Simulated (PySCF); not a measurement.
## A ladder of Hamiltonians for Tl⁷⁵⁺ (thallium, charge +75)

Occupied: 1s1/2, 2s1/2, 2p1/2. Hartree-Fock calculated with PySCF 2.14 in an uncontracted even-tempered set (15 s from 21 bohr⁻², ratio 2.7; 13 p from 25 bohr⁻², ratio 2.7), Gaussian nucleus throughout. NR is non-relativistic, sf-X2C the spin-free one-electron X2C Hamiltonian, X2C adds the bare one-electron spin-orbit term, X2C-SNSO screens it by Boettger's factors, DC is four-component Dirac-Coulomb, and the Gaunt and Breit terms are added at first order (total energies over the DC spinors, levels after relaxing the spinors in that mean field). QED terms are absent. Levels marked empty are virtual spinors of this ion.

```json
{"level (eV)": "1s1/2", "X2C": "-94803.1", "X2C-SNSO": "-94806.4"}
{"level (eV)": "2s1/2", "X2C": "-23145.2", "X2C-SNSO": "-23146.2"}
{"level (eV)": "2p1/2", "X2C": "-22875.9", "X2C-SNSO": "-22826.4"}
{"level (eV)": "2p3/2 (empty)", "X2C": "-20215.7", "X2C-SNSO": "-20230.7"}
{"level (eV)": "3s1/2 (empty)", "X2C": "-9661.3", "X2C-SNSO": "-9661.5"}
```

Q: Where do the four-component calculations put these levels?

A: 1s1/2: DC -94898.2, DC+Gaunt -94616.1, DC+Breit -94625.2; 2s1/2: DC -23159.8, DC+Gaunt -23129.4, DC+Breit -23132.2; 2p1/2: DC -22842.2, DC+Gaunt -22779.8, DC+Breit -22786.4; 2p3/2 (empty): DC -20233.6, DC+Gaunt -20205.4, DC+Breit -20212.0; 3s1/2 (empty): DC -9665.0, DC+Gaunt -9656.4, DC+Breit -9657.7 (eV).

| Hamiltonian | E (hartree) | E − E(DC) (hartree) | CPU seconds |
| --- | --- | --- | --- |
| X2C | -10663.6439 | 2.7700 | 0.19 |
| X2C-SNSO | -10659.9539 | 6.4601 | 0.19 |
| DC | -10666.4140 | 0.0000 | 8 |
| DC+Gaunt | -10652.2803 | 14.1337 | 13 |
| DC+Breit | -10652.9909 | 13.4231 | 37 |

Weight of the small component: 1s1/2 0.0955, 2s1/2 0.0232, 2p1/2 0.0232, 2p3/2 0.0206, 3s1/2 0.00967.

Koopmans' value for the highest occupied level at DC+Breit: 22786.4 eV, against an ionisation energy of 22780 ± 100 eV (theoretical estimate listed by NIST; NIST Atomic Spectra Database, ionization energies); the former lacks relaxation, correlation, QED and recoil.

The whole ladder took 61 s of wall time on 1 thread of Neoverse-V1 (shared host), launched as `OMP_NUM_THREADS=1 python relrun2.py TASK.json OUT` (a driver that calls PySCF for each Hamiltonian).
